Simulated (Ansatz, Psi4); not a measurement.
# InF (SMILES [F][In]): the vertical energy of the triplet above the singlet from total energies

InF has 2 atoms, charge 0, and is taken as a singlet. SMILES: `[F][In]`. The shape is that of a PBE0-D4/def2-TZVP optimisation.

```xyz
2

F     0.0000    0.0000    0.0159
In    0.0000    0.0000    2.0096
```

Both states at this one shape; open shells run unrestricted unless said. 1 Eh = 27.2114 eV.

| level | program | singlet InF (Eh) | triplet InF (Eh) |
| --- | --- | --- | --- |
| M06-2X/def2-TZVPP (core potential) | Psi4 | -289.980408 | -289.845962 |
| wB97M-V/STO-3G | Ansatz | -5783.329494 | -5783.209833 |

**Question.** Work out the vertical gap, second state less first, at each level.

**Answer.** 
1. M06-2X/def2-TZVPP (core potential): -289.845962 − (-289.980408) = 0.134446 Eh = 3.66 eV.
2. wB97M-V/STO-3G: -5783.209833 − (-5783.329494) = 0.119661 Eh = 3.26 eV.

No measured value is set beside it here; the levels span 3.26 to 3.66 eV. Spin-orbit coupling, which splits open shells on such heavy atoms by tenths of an eV, is left out. Minimal sets are far from the basis-set limit. All-electron rows are non-relativistic unless named.
